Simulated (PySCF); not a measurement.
C5H7F, SMILES C(/C1CC1)=C/F. Atoms are numbered in the order given.

```xyz
13

F      0.7266    -2.2615     0.0000
C     -0.5199    -1.7428     0.0000
C     -0.7467    -0.4184     0.0000
C      0.3000     0.6233     0.0000
C      0.0773     1.9278     0.7516
C      0.0773     1.9278    -0.7516
H     -1.3021    -2.5189     0.0000
H     -1.8022    -0.0992     0.0000
H      1.3286     0.2304     0.0000
H      0.9384     2.3630     1.2821
H     -0.8844     2.0542     1.2738
H     -0.8844     2.0542    -1.2738
H      0.9384     2.3630    -1.2821
```

Coordinates come from a PBE-D3(BJ)/def2-SVP optimisation. The structure was generated by enumeration; whether it is a known compound was not checked. Other conformers were not sampled.

Method: PBE-D3(BJ)/def2-SVP in PySCF.

Harmonic, unscaled wavenumbers; measured fundamentals usually lie a few per cent lower.

Question: List the normal modes with their intensities. (Estimate from the structure and the level; the computed values follow.)

Answer: 
| mode | ν (cm⁻¹) | IR (km/mol) | moving atoms (share of kinetic energy) |
|---|---|---|---|
| 1 | 71 | 0.1 | C 57 %, H 24 %, F 19 % |
| 2 | 168 | 3.4 | F 46 %, C 41 %, H 13 % |
| 3 | 251 | 4.7 | C 58 %, H 38 % |
| 4 | 329 | 0.1 | C 59 %, H 26 %, F 15 % |
| 5 | 526 | 1.7 | C 66 %, H 30 % |
| 6 | 662 | 1.1 | C 75 %, F 13 %, H 11 % |
| 7 | 738 | 29.2 | H 74 %, C 24 % |
| 8 | 747 | 0.3 | H 94 % |
| 9 | 802 | 2.4 | H 71 %, C 29 % |
| 10 | 850 | 7.1 | H 51 %, C 43 % |
| 11 | 879 | 0.1 | H 75 %, C 25 % |
| 12 | 890 | 9.0 | C 74 %, H 26 % |
| 13 | 955 | 42.8 | H 52 %, C 48 % |
| 14 | 1003 | 20.2 | H 58 %, C 33 %, F 9 % |
| 15 | 1019 | 4.2 | H 72 %, C 28 % |
| 16 | 1028 | 35.3 | C 43 %, H 42 %, F 15 % |
| 17 | 1081 | 1.1 | H 90 %, C 10 % |
| 18 | 1141 | 0.8 | H 70 %, C 30 % |
| 19 | 1164 | 29.8 | H 50 %, C 44 % |
| 20 | 1194 | 0.0 | H 53 %, C 46 % |
| 21 | 1222 | 38.4 | H 68 %, C 24 % |
| 22 | 1287 | 0.6 | H 72 %, C 27 % |
| 23 | 1386 | 2.3 | H 92 % |
| 24 | 1391 | 30.9 | H 60 %, C 39 % |
| 25 | 1441 | 2.2 | H 55 %, C 45 % |
| 26 | 1701 | 38.8 | C 93 % |
| 27 | 3060 | 14.8 | H 96 % |
| 28 | 3064 | 6.8 | H 95 % |
| 29 | 3099 | 0.2 | H 92 %, C 8 % |
| 30 | 3108 | 2.1 | H 92 %, C 8 % |
| 31 | 3133 | 12.2 | H 91 %, C 9 % |
| 32 | 3151 | 0.1 | H 89 %, C 11 % |
| 33 | 3162 | 8.8 | H 89 %, C 11 % |
